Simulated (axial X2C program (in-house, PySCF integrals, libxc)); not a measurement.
## Potential curves of SbF⁺, two-component

Calculated with an in-house relativistic program for diatomic molecules. Two-component (2c) means X2C with spin–orbit coupling and atomic mean-field two-electron Coulomb and Gaunt terms. Basis: Sb dyall-cv3z [11s12p8d4f1g], F dyall-av3z [7s6p3d2f] (cores contracted in-house); Gaussian nuclei, density fitting, unrestricted open shells. Masses: Sb 120.904 u, F 18.998 u.

State: Ω = 1/2 (⟨Sz⟩ = -0.49, ⟨Lz⟩ = 0.99 at BP86). Energies in kJ/mol from the lowest point of each curve. Fits are polynomials in 1 − R0/R over 0.85 to 1.23 times the lowest point R0.

| R (Å) | BP86 | HF | PBE0 | CCSD |
| --- | --- | --- | --- | --- |
| 1.6156 | 149.76 | 111.77 | 129.46 |  |
| 1.6899 | 66.08 | 39.57 | 52.25 | 54.07 |
| 1.7456 | 29.13 | 11.61 | 20.04 | 20.77 |
| 1.8013 | 8.42 | 0.00 | 3.95 | 4.12 |
| 1.8570 | 0.00 | 0.65 | 0.00 | 0.00 |
| 1.9220 | 1.70 | 12.77 | 6.73 | 6.90 |
| 1.9870 | 12.38 | 33.61 | 22.23 | 22.84 |
| 2.0706 | 35.03 | 68.88 | 50.78 | 52.23 |
| 2.1727 | 70.91 | 119.40 | 93.45 |  |
| 2.3213 | 130.14 | 200.83 | 161.80 |  |

Correlated methods: 11 electrons correlated (number of frozen shells: Sb 4 s, 3 p, 2 d; F 1 s), 257 virtual spin orbitals or spinors in MP2, 90 natural virtuals in coupled cluster.

One determinant describes the state; a PBE0 search over occupations chose it and may have missed a lower one. Density functionals use the spin component along the axis (collinear). CCSD ran in a truncated set of natural virtual spinors with an MP2 remainder; without triples it tends to underbind. The functionals have no current-density term, which raises determinants with orbital currents, atoms included. With the outer-core shells frozen, correlated bond lengths of heavy atoms tend to come out a few hundredths of an ångström too long. Coupled cluster ran on the points near the minimum only. MP2 and coupled cluster on one determinant become unreliable at the stretched end.

Problem. Fit the BP86 curve near its minimum: give the equilibrium distance and the harmonic wavenumber.

Solution. At BP86, 2c: Re = 1.878 Å, ωe ≈ 675 cm⁻¹; Be follows as 0.291 cm⁻¹.

Problem. Fit the HF curve near its minimum: give the equilibrium distance and the harmonic wavenumber.

Solution. At HF, 2c: Re = 1.825 Å, ωe ≈ 771 cm⁻¹; Be follows as 0.308 cm⁻¹.

Problem. Fit the PBE0 curve near its minimum: give the equilibrium distance and the harmonic wavenumber.

Solution. At PBE0, 2c: Re = 1.851 Å, ωe ≈ 719 cm⁻¹; Be follows as 0.3 cm⁻¹.

Problem. Fit the CCSD curve near its minimum: give the equilibrium distance and the harmonic wavenumber.

Solution. At CCSD, 2c: Re = 1.851 Å, ωe ≈ 730 cm⁻¹; Be follows as 0.3 cm⁻¹.
